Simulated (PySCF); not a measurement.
Run record: geometry optimisation, `[SiH3]CC[SiH2]Cl`.

Method: PBE0-D3(BJ)/def2-SVP geometry optimisation, gas phase (PySCF 2.14.0). Start geometry: GFN2-xTB. The input is one job of a driver script: a line of settings, then coordinates in Å.

Command:
```bash
OMP_NUM_THREADS=1 python probes_run.py task.json out
```

Input:
```
{"job": {"xc": "PBE0", "basis": "def2-SVP", "d3": "d3bj", "grid": 1, "shake": 0.01, "kind": "geom"}, "charge": 0, "multiplicity": 1}
Si    -1.702040    -0.069950     0.923650
C     -0.598370    -0.885240    -0.363240
C      0.368340     0.054770    -1.079380
Si     1.831560     0.741140     0.005980
Cl     2.591900    -0.780570     1.071080
H     -2.735810    -1.011160     1.342590
H     -0.943520     0.405950     2.080060
H     -2.363620     1.111850     0.286170
H     -1.226160    -1.351010    -1.097660
H     -0.037350    -1.691410     0.126830
H     -0.173220     0.889070    -1.497080
H      0.841420    -0.478400    -1.907520
H      2.826710     1.292190    -0.854610
H      1.313020     1.757700     0.955380
```

Question: Give the output.

Answer: 
```
step   0  E = -1119.98053026  max force = 0.048078
step   1  E = -1119.98715916  max force = 0.010885
step   2  E = -1119.98781022  max force = 0.005019
step   3  E = -1119.98793877  max force = 0.001789
step   4  E = -1119.98794568  max force = 0.000491
step   5  E = -1119.98793170  max force = 0.001177
step   6  E = -1119.98792631  max force = 0.001260
step   7  E = -1119.98792948  max force = 0.000500
step   8  E = -1119.98792888  max force = 0.000203
optimisation converged
```

Energies in Eh; «max force» is the largest Cartesian gradient component in Eh/bohr.

Question: Give the first gradient maximum in eV/Å.

Answer: With 1 Eh/bohr = 51.422 eV/Å, 2.472 eV/Å.

In short: final energy -1119.98793 Eh after 8 steps; dipole 1.82 D.

Question: Where do the atoms end?

Answer: 0.057 Å rms from the input after alignment:
```
atom  x, y, z in Å
Si1    1.3356    0.5656    1.7772
C2     2.4670   -0.2266    0.4859
C3     3.4546    0.7116   -0.2162
Si4    4.8150    1.4312    0.8589
Cl5    5.7268   -0.1297    1.8839
H6     0.3199   -0.4313    2.2335
H7     2.1086    1.0374    2.9669
H8     0.6258    1.7434    1.1850
H9     1.8095   -0.7088   -0.2582
H10    3.0127   -1.0479    0.9821
H11    2.9310    1.5667   -0.6827
H12    3.9626    0.1854   -1.0438
H13    5.8469    2.0972    0.0144
H14    4.3013    2.3981    1.8696
```

Time: 56 s; peak memory 0.54 GiB. Hardware: Arm Neoverse V1, one thread, shared host.
Labels such as C1 count atoms from 1, the log's own numbers from 0.
